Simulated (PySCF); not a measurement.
A PySCF script (with the pyscf-properties extension) for the NMR shieldings of SMILES O(BC)BC1=CC=CS1, C5H8B2OS, on a GFN2-xTB geometry:

```python
import basis_set_exchange as bse
import numpy as np
from pyscf import gto, dft
from pyscf.prop import nmr

atoms = """
C    -3.104263    0.182999    0.950001
B    -2.221447    1.042231   -0.064090
O    -1.305329    0.478608   -0.794189
B    -0.357821   -0.136411   -1.447229
C     1.061391   -0.255410   -0.820336
C     1.515918    0.237938    0.376408
C     2.865374   -0.056990    0.647517
C     3.443513   -0.781591   -0.347996
S     2.347224   -1.107784   -1.625901
H    -2.987897    0.547739    1.968341
H    -4.162443    0.270149    0.712099
H    -2.843573   -0.872497    0.940117
H    -2.394574    2.208107   -0.166300
H    -0.580363   -0.595177   -2.511729
H     0.884425    0.802177    1.041312
H     3.382485    0.252259    1.538684
H     4.450381   -1.145459   -0.406619
"""
names = dict.fromkeys(["C", "B", "O", "S", "H"], "pcSseg-1")
basis = {el: gto.basis.parse(bse.get_basis(n, elements=[el], fmt="nwchem")) for el, n in names.items()}
mol = gto.M(atom=atoms, basis=basis, charge=0, verbose=0)
mf = dft.RKS(mol, xc="PBE0")
mf.grids.level = 2
mf.grids.alignment = dft.numint.BLKSIZE   # the property module wants whole blocks of grid points
mf.conv_tol = 1e-9
mf.kernel()

calc = nmr.RKS(mf)   # GIAO
C = mf.mo_coeff
Co = C[:, mf.mo_occ > 0]
resp = mf.gen_response(singlet=True, hermi=2)
def vind(x):   # induced exchange potential for any number of trial vectors
    d = np.einsum("pi,xij,qj->xpq", C, 2 * x.reshape(-1, C.shape[1], Co.shape[1]), Co, optimize=True)
    return np.einsum("xpq,pi,qj->xij", resp(d - d.transpose(0, 2, 1)), C, Co, optimize=True).ravel()
mo1, _ = nmr.rhf.solve_mo1(calc, with_cphf=vind)
sigma = calc.kernel(mo1)
for i, s in enumerate(sigma):   # ppm
    w = np.linalg.eigvalsh((s + s.T) / 2)
    print("%2d %-2s iso %8.1f  s11 %8.1f  s22 %8.1f  s33 %8.1f" % (i, mol.atom_pure_symbol(i), w.mean(), *w))
```

Problem. What does it print?

Solution. 
```
 0 C  iso    175.8  s11    159.0  s22    174.0  s33    194.4
 1 B  iso     56.7  s11      3.2  s22     60.4  s33    106.5
 2 O  iso     41.2  s11    -75.0  s22     93.8  s33    104.7
 3 B  iso     69.6  s11     41.0  s22     63.4  s33    104.5
 4 C  iso     34.9  s11    -39.9  s22      4.8  s33    139.6
 5 C  iso     47.5  s11    -38.8  s22     25.9  s33    155.2
 6 C  iso     55.1  s11    -26.8  s22     40.8  s33    151.3
 7 C  iso     41.1  s11    -53.0  s22     31.7  s33    144.6
 8 S  iso    228.4  s11     78.1  s22    217.0  s33    390.1
 9 H  iso     30.9  s11     27.6  s22     28.8  s33     36.4
10 H  iso     30.9  s11     27.6  s22     28.3  s33     36.8
11 H  iso     31.3  s11     27.7  s22     30.6  s33     35.7
12 H  iso     25.9  s11     24.4  s22     25.3  s33     27.9
13 H  iso     26.1  s11     22.7  s22     26.6  s33     29.1
14 H  iso     24.0  s11     20.2  s22     24.5  s33     27.3
15 H  iso     24.3  s11     21.0  s22     24.9  s33     27.0
16 H  iso     24.0  s11     21.3  s22     23.6  s33     27.0
```

These numbers come from an equivalent density-fitted implementation of the same equations, which agrees with the script to about 0.01 ppm for H and up to a few tenths of a ppm for heavy atoms, so last digits may differ.

Size and cost of the density-fitted run: 200 basis functions, 36 s wall time on 1 thread of an Arm Neoverse V1, shared host; peak memory 0.82 GiB.
